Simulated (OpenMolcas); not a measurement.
Tb3+ among 6 point charges of -1.5 e arranged as an octahedron (Oh), 2.68 Å from the ion.
```
   2.6800    0.0000    0.0000  -1.50
   0.0000    2.6800    0.0000  -1.50
  -2.6800    0.0000    0.0000  -1.50
   0.0000   -2.6800    0.0000  -1.50
   0.0000    0.0000    2.6800  -1.50
   0.0000    0.0000   -2.6800  -1.50
```

* Program: OpenMolcas 26.06
* Method: CASSCF
* Basis: ANO-RCC-VDZP [7s6p4d2f1g]
* Scalar Hamiltonian: DKH2, point nucleus
* Active space: 8 electrons in 7 orbitals (4f)
* State averaging: 2S+1 = 7 even, 7 roots; 2S+1 = 5 even, 62 roots kept (CI in the orbitals of an earlier block); 2S+1 = 3 even, 3 roots kept (CI in the orbitals of an earlier block, 0 in the spin-orbit step)
* Spin-orbit coupling: state interaction with AMFI integrals over the reference wave functions

Problem. What is the spin-free ground state (labels of O, the rotations of Oh)?

Solution. 7A2, 1-fold in its orbital part, 100 % from free-ion F terms; it has the highest spin that f8 allows.

Problem. Where is the first state of the same spin?

Solution. 7T2 at 194 cm-1 above the ground state.

Problem. What are the lowest two levels with spin-orbit coupling?

Solution. A 1-fold level A1, then a 3-fold level T1 17.9 cm-1 above it. Their leading multiplicities are 7 (97 %) and 7 (97 %).

Problem. What is χT at 300 K, and how does it compare with the textbook value?

Solution. Hund's rules give f8 the level 7F6 with g = 1.500, so an isolated free-ion multiplet has χT = g² J(J+1) / 8 = 11.812 cm3 K/mol. The computed 11.753 at 300 K differs by -1 %, through the field's splitting, the mixing of terms and any other multiplet in reach.

High states are left out of the spin-orbit mixing, which shifts the levels that they would mix with. Point charges carry no covalency, so the field is a model and not that of real ligands. The first state left out of the spin-orbit step lies near 46000 cm-1 above the lowest spin-free state of the reference (among the parities and spins computed), and the lists stop at four fifths of that energy or lower. No measured value stands beside these numbers.
